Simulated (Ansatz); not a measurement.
Cost and result for the atomization energy of ClF₂SSi, SMILES `F[Si](F)([S])Cl` radical (5 atoms, 4 bonds).

Total charge 0; spin multiplicity 2. Geometry: relaxed with PBE0-D4/def2-TZVP. Program: Ansatz. All runs use 4 threads of an Arm Neoverse V1 on a shared host. Times are those of one run each, without the atoms' runs, and a repeat can differ threefold. Electronic energies, without spin–orbit coupling; frozen cores. CCSD(T)/CBS adds CCSD(T) − MP2 in def2-TZVPP to the MP2 limit, and its time is that of the two runs behind it. T1 = 0.012; ⟨S²⟩ of the reference is 0.76. B3LYP takes the VWN-RPA correlation (the form of Gaussian; ORCA's B3LYP/G). HSE06 is the plane-wave form, built on full-range PBE exchange.

CCSD(T)/CBS is a level of theory with its own doubt, some kJ/mol a heavy atom from the limit and from the frozen cores, so smaller differences don't rank the functionals.

```tsv
level	functions	wall time	atomization (kcal/mol)	difference from CCSD(T)/CBS	per bond
CCSD(T)/def2-SVP	82	7.5 s	398.6	-52.7	-13.2
revPBE-D4/def2-TZVPP	188	8 s	443.5	-7.8	-2.0
PBE-D4/def2-TZVPP (with forces)	188	8.5 s	458.8	7.5	1.9
PBE0-D4/def2-TZVPP	188	11 s	446.2	-5.1	-1.3
RPA@PBE/def2-TZVPP	188	12 s	397.3	-54.0	-13.5
B3LYP-D4/def2-TZVPP (with forces)	188	14 s	442.1	-9.2	-2.3
HSE06-D4/def2-TZVPP	188	14 s	446.5	-4.8	-1.2
r2SCAN-D4/def2-TZVPP (with forces)	188	20 s	455.2	3.9	1.0
ωB97X-V/def2-TZVPP	188	32 s	452.3	1.0	0.2
MP2/def2-QZVPP	324	47 s	468.7	17.4	4.3
ωB97M-V/def2-TZVPP (with forces)	188	48 s	452.2	0.9	0.2
CCSD(T)/def2-TZVPP	188	3.7 min	433.4	-17.9	-4.5
CCSD(T)/CBS(def2)	–	4.5 min	451.3	0.0	0.0
```

At CCSD(T), def2-SVP lies −52.7 kcal/mol from the extrapolated value and def2-TZVPP −18.0 kcal/mol: correlation converges slowly with the basis, and small sets miss more of it in the bonded molecule than in its fragments. The D4 term adds +6.7 kcal/mol with B3LYP and +3.4 kcal/mol with PBE0; it sums over pairs of atoms, weighted by their polarisabilities, and B3LYP, whose exchange is more repulsive, gets the larger term. From PBE to PBE0 (25 % exact exchange), in def2-TZVPP and without D4, the atomization energy moves by −12.0 kcal/mol: exact exchange takes away binding that semilocal exchange gives to molecules.
